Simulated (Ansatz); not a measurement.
Two members of one family (InAs nanocrystals, H-capped), computed with Ansatz in the gas phase; def2 core potentials for In, no spin–orbit coupling. The two geometries come from different levels. A negative affinity means that the extra electron isn't bound at that geometry and level; within about 0.2 eV of zero the sign isn't settled. Binding counts from free atoms in the multiplicity of their measured ground term, without zero-point energy. Sets without diffuse functions give affinities that are too small. A dash marks a value that wasn't run or was left out as unsound. The structures are stationary points that may keep the symmetry of their start. Remarks come from the PBE and PBE0 runs and from stability tests at other levels; not every state was tested. A HOMO above zero means that the electron is unbound at that level and held by the basis, or that self-interaction error raises the level; the energy of removing that electron tells which. HOMO above LUMO (over both spins in singlets and doublets, within one spin in higher multiplets; at PBE or PBE0), or a gap under 0.15 eV within one spin, warns that the state may not be the lowest or that an electron is smeared out.

First: In3As3H12, cut from wurtzite (singlet, charge 0, r2SCAN-D4/def2-SVP geometry).

| atom | x (Å) | y (Å) | z (Å) |
| --- | --- | --- | --- |
| As1 | 1.294 | -1.597 | 1.078 |
| In2 | -1.346 | -2.104 | 1.485 |
| As3 | -2.197 | -0.513 | -0.549 |
| In4 | 2.692 | 0.721 | 0.821 |
| As5 | 1.054 | 1.764 | -1.082 |
| In6 | -1.645 | 2.066 | -1.210 |
| H7 | 2.027 | -2.393 | 2.136 |
| H8 | 1.715 | -2.472 | -0.083 |
| H9 | -1.631 | -3.735 | 1.010 |
| H10 | -1.771 | -1.287 | 2.939 |
| H11 | -2.014 | -1.320 | -1.817 |
| H12 | -3.707 | -0.610 | -0.530 |
| H13 | 4.185 | 0.333 | 0.051 |
| H14 | 2.392 | 1.622 | 2.255 |
| H15 | 1.466 | 1.120 | -2.389 |
| H16 | 1.627 | 3.128 | -1.404 |
| H17 | -2.084 | 3.012 | 0.160 |
| H18 | -2.057 | 2.267 | -2.870 |

```tsv
level	HOMO (eV)	LUMO (eV)	gap (eV)	vertical EA (eV)	binding per atom (eV)
PBE-D4/def2-SVP	-6.27	-1.63	4.64	–	2.26
PBE-D4/def2-TZVP	-6.33	-1.75	4.58	0.21	2.27
r2SCAN-D4/def2-TZVP	-6.58	-1.52	5.06	–	2.31
PBE0-D4/def2-SVP	-7.29	-0.92	6.37	–	2.26
PBE0-D4/def2-TZVP	-7.33	-1.01	6.31	-0.02	2.27
```

Remarks: HOMO above zero (-1 doublet), gap within one spin near zero at PBE or PBE0 (-1 doublet).

Second: In4As4H14, cut from wurtzite (singlet, charge 0, PBE-D4/def2-SVP geometry).

```xyz
22

In    2.595    1.263   -1.077
As    2.035    0.546    1.574
In   -1.922    1.982   -1.366
As    0.201    0.457   -2.000
As   -1.956    1.170    1.315
In   -0.247   -0.561    2.449
In   -0.210   -2.196   -2.151
As   -0.434   -2.520    0.623
H     2.674    2.997   -0.975
H     3.842    0.129   -1.503
H     2.267    1.710    2.536
H     3.124   -0.351    2.160
H    -1.471    3.656   -1.230
H    -3.395    1.288   -1.976
H     0.349    0.797   -3.487
H    -1.947    2.365    2.267
H    -3.332    0.655    1.736
H    -0.417   -0.946    4.134
H     1.271   -3.039   -2.495
H    -1.827   -2.549   -2.688
H     0.517   -3.596    1.147
H    -1.717   -3.256    1.007
```

Q: Estimate how these quantities change from the first to the second (second minus first).

A: 
```tsv
level	Δ HOMO (eV)	Δ LUMO (eV)	Δ gap (eV)	Δ vertical EA (eV)	Δ binding per atom (eV)
PBE-D4/def2-SVP	0.34	-0.46	-0.80	–	0.03
PBE-D4/def2-TZVP	0.34	-0.44	-0.78	0.47	0.03
r2SCAN-D4/def2-TZVP	0.36	-0.44	-0.80	–	0.02
PBE0-D4/def2-SVP	0.38	-0.43	-0.81	–	0.03
PBE0-D4/def2-TZVP	0.37	-0.43	-0.81	0.43	0.03
```

Remarks: HOMO above zero (-1 doublet).
